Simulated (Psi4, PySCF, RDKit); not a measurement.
Conformational energy of C₆H₆O₃S, SMILES COc1ccc(C(=O)O)s1. Scanned: dihedral S10–C6–C7–O8; all other coordinates were relaxed at GFN2-xTB. Points at φ and −φ are mirror images. Heavy atoms are numbered in the order of the SMILES COc1ccc(C(=O)O)s1, hydrogens after them in the order of the atoms that carry them; the mirror image has the same energies with the sign of each dihedral reversed.

- RKS-BP86/6-31G* = PySCF with restricted BP86/6-31G*, spherical d, density fitting // GFN2-xTB
- UFF // GFN2-xTB (RDKit)
- RKS-B3LYP/6-31G* = restricted B3LYP/6-31G*, spherical d, density fitting // GFN2-xTB (PySCF 2.14.0)
- PBE-D3(BJ)/def2-SVP // GFN2-xTB (Psi4)

Energies relative to the lowest point of each profile, in kcal/mol; the last columns give the difference from PBE-D3(BJ):

```
φ / °  RKS-BP86/6-31G*   UFF  RKS-B3LYP/6-31G*  PBE-D3(BJ)/def2-SVP  RKS-BP86/6-31G* − PBE-D3(BJ)/def2-SVP  UFF − PBE-D3(BJ)/def2-SVP  RKS-B3LYP/6-31G* − PBE-D3(BJ)/def2-SVP
-----  ---------------  ----  ----------------  -------------------  -------------------------------------  -------------------------  --------------------------------------
-165               0.6   0.4               0.9                  0.6                                    0.1                       -0.2                                     0.3
-150               2.3   1.6               2.5                  2.2                                    0.1                       -0.6                                     0.3
-135               4.8   3.5               5.0                  4.7                                    0.1                       -1.2                                     0.3
-120               7.9   6.0               8.0                  7.7                                    0.1                       -1.8                                     0.3
-105              10.7   8.6              10.8                 10.6                                    0.1                       -2.0                                     0.1
-90               12.1  10.1              12.1                 12.1                                    0.1                       -2.0                                     0.0
-75               11.1   9.3              11.0                 11.0                                    0.1                       -1.7                                     0.1
-60                8.4   7.1               8.4                  8.3                                    0.1                       -1.2                                     0.1
-45                5.3   4.8               5.3                  5.3                                    0.0                       -0.5                                     0.1
-30                2.5   2.8               2.6                  2.6                                    0.0                        0.3                                     0.0
-15                0.7   1.6               0.7                  0.7                                    0.0                        0.9                                     0.0
0                  0.0   1.2               0.0                  0.0                                    0.0                        1.1                                     0.0
15                 0.7   1.6               0.7                  0.7                                    0.0                        0.9                                     0.0
30                 2.5   2.8               2.6                  2.6                                    0.0                        0.3                                     0.0
45                 5.3   4.8               5.3                  5.3                                    0.0                       -0.5                                     0.1
60                 8.4   7.1               8.4                  8.3                                    0.1                       -1.2                                     0.1
75                11.1   9.3              11.0                 11.0                                    0.1                       -1.7                                     0.1
90                12.1  10.1              12.1                 12.1                                    0.1                       -2.0                                     0.0
105               10.7   8.6              10.8                 10.6                                    0.1                       -2.0                                     0.1
120                7.9   6.0               8.0                  7.7                                    0.1                       -1.8                                     0.3
135                4.8   3.5               5.0                  4.7                                    0.1                       -1.2                                     0.3
150                2.3   1.6               2.5                  2.2                                    0.1                       -0.6                                     0.3
165                0.6   0.4               0.9                  0.6                                    0.1                       -0.2                                     0.3
180                0.1   0.0               0.3                  0.0                                    0.1                        0.0                                     0.3
```

RKS-BP86/6-31G* is furthest from PBE-D3(BJ)/def2-SVP at -120 (0.1 kcal/mol, above); its mean absolute difference over the points is 0.1 kcal/mol.

UFF is furthest from PBE-D3(BJ)/def2-SVP at -105 (-2.0 kcal/mol, below); its mean absolute difference over the points is 1.1 kcal/mol.

RKS-B3LYP/6-31G* is furthest from PBE-D3(BJ)/def2-SVP at -135 (0.3 kcal/mol, above); its mean absolute difference over the points is 0.1 kcal/mol.
